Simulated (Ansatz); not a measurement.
Cartesian coordinates (Å):
SMILES: C=[SiH]CC#N
```xyz
10

C      2.0300     0.2086     0.3688
Si     0.6345    -0.2952    -0.4490
C     -1.0701    -0.2392     0.3645
C     -2.0454     0.4223    -0.4726
N     -2.7962     0.9480    -1.1680
H      3.0085     0.1522    -0.0936
H      2.0067     0.6118     1.3744
H      0.6178    -0.8395    -1.8209
H     -1.4113    -1.2567     0.5788
H     -0.9746     0.2878     1.3176
```
Charge 0, spin multiplicity 1.

Calculation: Ansatz (a first-principles code) with frozen-core CCSD(T)/def2-TZVPP // PBE0-D3(BJ)/def2-TZVP. The restricted HF reference is unstable towards unrestricted orbitals.

| Quantity | Result |
|---|---|
| HF energy | -459.90975 Ha |
| MP2 correlation energy | -0.78845 Ha |

Problem. Estimate the CCSD correlation energy, the (T) correction, the total energy and the T1 diagnostic.

Solution. 
| Quantity | Value |
|---|---|
| CCSD correlation energy | -0.82078 Ha |
| (T) correction | -0.04087 Ha |
| CCSD(T) total energy | -460.77140 Ha |
| T1 diagnostic | 0.014 |
